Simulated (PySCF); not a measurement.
CH4ClFSi.

```xyz
8

F      1.9571    -0.2231     0.7951
C      1.3016    -0.8718    -0.2399
Si    -0.5679    -0.6934    -0.0227
Cl    -1.0860     1.2917    -0.2482
H      1.6295    -0.4431    -1.2039
H      1.5880    -1.9404    -0.2375
H     -0.9704    -1.1369     1.3347
H     -1.2567    -1.4912    -1.0726
```

Geometry: ωB97X-D3(BJ)/def2-SVP. Other conformers were not sampled.

Calculation: PySCF with HF/pcSseg-1. Non-relativistic, no solvent.

Computed absolute GIAO shielding of each atom: isotropic value and principal components (ppm):
```json
[
 {"atom": "F1", "σ(iso)": "496.4", "σ11": "447.0", "σ22": "495.2", "σ33": "547.0", "span": "100.0"},
 {"atom": "C2", "σ(iso)": "120.0", "σ11": "84.1", "σ22": "100.8", "σ33": "175.2", "span": "91.1"},
 {"atom": "Si3", "σ(iso)": "407.5", "σ11": "368.8", "σ22": "410.9", "σ33": "442.7", "span": "73.9"},
 {"atom": "Cl4", "σ(iso)": "1043.1", "σ11": "998.6", "σ22": "1061.8", "σ33": "1068.8", "span": "70.1"},
 {"atom": "H5", "σ(iso)": "27.2", "σ11": "23.7", "σ22": "26.6", "σ33": "31.4", "span": "7.8"},
 {"atom": "H6", "σ(iso)": "27.5", "σ11": "23.6", "σ22": "26.8", "σ33": "32.0", "span": "8.4"},
 {"atom": "H7", "σ(iso)": "26.9", "σ11": "23.1", "σ22": "25.1", "σ33": "32.4", "span": "9.3"},
 {"atom": "H8", "σ(iso)": "27.3", "σ11": "23.3", "σ22": "25.6", "σ33": "32.9", "span": "9.6"}
]
```
